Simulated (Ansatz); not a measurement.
Ansatz (an electronic-structure program) input:

Ansatz 0.2 input:
```yaml
crystal:
  periodic: [false, false, false]
  atoms:
    - {symbol: N, position_ang: [1.80042323, 0.43294750, -0.25388330]}
    - {symbol: C, position_ang: [0.57349277, 0.13340330, 0.48361393]}
    - {symbol: C, position_ang: [-0.55146146, -0.21477056, -0.47993405]}
    - {symbol: N, position_ang: [-1.77873919, -0.51303223, 0.25750517]}
    - {symbol: H, position_ang: [2.58130902, 0.55519404, 0.37861001]}
    - {symbol: H, position_ang: [1.70399252, 1.29568317, -0.77734141]}
    - {symbol: H, position_ang: [0.23887006, 0.95478070, 1.13787577]}
    - {symbol: H, position_ang: [0.75705692, -0.72728797, 1.12901141]}
    - {symbol: H, position_ang: [-0.26187200, -1.10155674, -1.04630088]}
    - {symbol: H, position_ang: [-0.66119244, 0.60496401, -1.20841610]}
    - {symbol: H, position_ang: [-2.50030647, -0.85435721, -0.36508019]}
    - {symbol: H, position_ang: [-2.14183376, 0.32137664, 0.70420897]}
basis:
  gaussian:
    orbitals: def2-TZVPD
hamiltonian:
  xc: {name: PBE0}
output: {forces: true}
```

**Question.** What final total energy does it print?

**Answer.** -190.36918 Eh (PBE0/def2-TZVPD). The basis has 220 functions.
